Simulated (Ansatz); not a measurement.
C4H5 (SMILES [CH-]=C1CC1), charge -1, singlet, geometry from GFN2-xTB (a gas-phase anion, which may not be bound at this level), with bond 8-3 at 2.2 times its length; Ansatz (a program for electronic structure) with PBE/6-31G.

Input for Ansatz:
Ansatz 0.2 input:
```yaml
crystal:
  periodic: [false, false, false]
  atoms:
    - {symbol: C, position_ang: [-0.00477750, -0.00846867, 0.42733059]}
    - {symbol: C, position_ang: [-0.00174017, -0.76951404, -0.83385328]}
    - {symbol: C, position_ang: [0.02025666, 0.75423460, -0.88448337]}
    - {symbol: C, position_ang: [-0.02048610, -0.11308971, 1.73328716]}
    - {symbol: H, position_ang: [-0.90781767, -1.26894023, -1.19210447]}
    - {symbol: H, position_ang: [0.89751813, -1.29434815, -1.17242457]}
    - {symbol: H, position_ang: [0.93628317, 1.22602460, -1.25140807]}
    - {symbol: H, position_ang: [-1.94692491, 1.84822061, -1.73513013]}
    - {symbol: H, position_ang: [-0.01158415, 0.90678977, 2.23339151]}
basis:
  gaussian:
    orbitals: 6-31G
hamiltonian:
  xc: pbe
total_charge: -1
scf: {lower_state_search: off}
magnetization: {spin_polarized: true}
```

Task: Write the output that Ansatz gives for this input, abridged.

Result: 
```
Functional definition: PBE
these checks for a lower state are left out or cut short: stability, starts, cluster_reference, orbital_swaps, neighbouring_geometries, increment
668 factors; integrals over basis functions are off by at most 2.7e-4 eV
mean field evaluation 1: about -4210.1018 eV, gradient 2.8e1 eV
mean field evaluation 2: about -4165.1002 eV, gradient 7.1e1 eV
mean field evaluation 4: about -4207.4299 eV, gradient 2.5e1 eV
mean field evaluation 8: about -4214.8944 eV, gradient 5.3e-2 eV
mean field -4214.89443640 eV, -154.8945135796 hartree, gradient 2.1e-6 eV, S^2 0.000000; 0 other end points of the search recorded, 0 dependent functions left out
reference -4214.89446417 eV, -154.8945146003 hartree; 15, 15 occupied and 31, 31 virtual orbitals, 668 factors
Total energy: -4214.89446417 eV, -154.8945146003 hartree
Checks for a lower state left out: stability, starts, cluster_reference, orbital_swaps, neighbouring_geometries, increment
```
